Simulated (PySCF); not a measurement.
C₂H₆BO₃, SMILES COB([O])OC, multiplicity 2.

Geometry optimised at PBE0-D3(BJ)/def2-SVP. The isomer is the one that the SMILES or the coordinates give; other isomers of the formula were not compared. Other conformers were not sampled.

The numbers are results of PBE/def2-TZVP (PySCF), not measurements.

The molecule is in vacuum.

The total energy is -330.13627 hartree. The point group comes out as Cs, the α spin, highest occupied and lowest empty level comes out as -6.90 and 0.17 eV and the β spin, highest occupied and lowest empty level is -6.81 and -6.20 eV. The dipole moment comes out as 2.40 D and the quadrupole, principal values (traceless, Buckingham form, about the centre of nuclear charge) comes out as -6.46, -0.45, 6.92 D·Å. The mean static polarisability is 52.8 bohr³ (7.82 Å³), the polarisability, principal values is 40.5, 55.9, 62.0 bohr³ and the ⟨S²⟩ is 0.753 (pure state 0.75).
